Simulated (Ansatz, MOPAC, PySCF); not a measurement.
Lewis adduct: GaH2I (SMILES [GaH2][I]) (first 4 atoms) with H2O (SMILES O); geometry from B3LYP-D3(BJ)/def2-TZVP, rigid monomers moved along the line of their centres of mass till Ga1···O5 is 2.46 Å.
(charge 0, multiplicity 1):
```xyz
7

Ga    -0.02731    -1.20652     1.50893
I     -0.16180     1.06806     0.28494
H      1.39650    -1.83710     1.48392
H     -1.41063    -1.91962     1.66195
O      0.00895    -0.26113     3.77569
H      0.17343     0.66765     3.54372
H     -0.86246    -0.28710     4.19320
```

Interaction energies are E(AB) − E(A) − E(B) at the monomers' geometry in the complex; basis-set methods are counterpoise corrected.

The state that PM3, PM6 reach isn't checked.

The values were computed with Ansatz (Gaussian basis) for Hartree–Fock, density functionals and correlated methods; MOPAC for PM3, PM6 (differences of heats of formation); PySCF for the dispersion terms. Each number belongs to the level named beside it. In def2 rows elements past Kr take small-core potentials, without spin–orbit coupling.

Problem. What interaction energy does r2SCAN-D3(BJ)/def2-TZVPPD give?

Solution. -744 meV

Problem. What is the computed interaction energy (PM6)?

Solution. -551 meV

Problem. What is the computed interaction energy (PM3)?

Solution. -1510 meV

Ansatz is an electronic-structure program.
